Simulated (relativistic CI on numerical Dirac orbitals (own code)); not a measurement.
**Ligand-field terms of d2**

Computed with a parametric ligand-field model of a d^n configuration (Racah B and C, spin-orbit zeta, crystal field), exact diagonalisation.

Field parameters in Wybourne normalisation: Oh B⁴₀ = 21Dq, B⁴₄ = √(5/14) B⁴₀. The field is a parameter set, without covalency, and values of 10Dq over about 45,000 cm⁻¹ lie beyond real compounds.

B = 1040 cm⁻¹, C = 4770 cm⁻¹ (C/B = 4.59), Oh, no spin-orbit coupling. Tanabe-Sugano data, E/B above the lowest term (Δ = |10Dq|; b, c mark the second and third term of a kind):

| Δ/B | 3T1 | 3T2 | 3A2 | 1T2 | 1E | 1A1 |
| --- | --- | --- | --- | --- | --- | --- |
| 1.0 | 0.00 | 0.81 | 1.81 | 14.52 | 14.98 | 22.15 |
| 5.0 | 0.00 | 4.22 | 9.22 | 15.39 | 16.21 | 25.64 |
| 9.0 | 0.00 | 7.82 | 16.82 | 15.70 | 16.31 | 28.34 |
| 13.0 | 0.00 | 11.53 | 24.53 | 15.77 | 16.23 | 30.34 |
| 17.0 | 0.00 | 15.32 | 32.32 | 15.77 | 16.13 | 31.79 |
| 21.0 | 0.00 | 19.16 | 40.16 | 15.75 | 16.04 | 32.84 |
| 25.0 | 0.00 | 23.03 | 48.03 | 15.71 | 15.96 | 33.62 |
| 29.0 | 0.00 | 26.92 | 55.92 | 15.68 | 15.89 | 34.21 |
| 33.0 | 0.00 | 30.84 | 63.84 | 15.64 | 15.83 | 34.67 |
| 37.0 | 0.00 | 34.77 | 71.77 | 15.61 | 15.78 | 35.04 |
| 41.0 | 0.00 | 38.71 | 79.71 | 15.59 | 15.74 | 35.34 |
| 45.0 | 0.00 | 42.66 | 87.66 | 15.56 | 15.70 | 35.58 |

The ground term stays 3T1.
